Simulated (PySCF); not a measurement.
Computed shifts of a molecule C₂H₆N₂OSi, B3LYP/pcSseg-1 run with PySCF, GIAO, gas phase, atoms alike by connectivity averaged where their shifts nearly agree, in ppm (number of nuclei): ¹³C: 116.6 (1), -2.8 (1). ²⁹Si: -3.6 (1). ¹⁵N: 189.2 (1), 38.4 (1). ¹H: 5.06 (1), 1.76 (1), 1.53 (1), 0.79 (3). References: ¹³C against TMS (σ = 181.3 ppm); ²⁹Si against TMS (σ = 338.7 ppm); ¹⁵N against NH3 (σ = 265.5 ppm); ¹⁷O against H2O (σ = 333.8 ppm); ¹H against TMS (σ = 31.68 ppm), references at their B3LYP-D3(BJ)/def2-TZVP geometries, non-relativistic. Geometry optimised at r2SCAN-D4/def2-SVP. One conformer was computed; it need not be the lowest.

Q: Which structure fits?
(A) C[Si@@H](N)OC#N
(B) CN[SiH2]N=C=O
(C) C[Si@@H](N)N=C=O
(D) CN[Si@@H]1N=CO1

A: A, C[Si@@H](N)OC#N
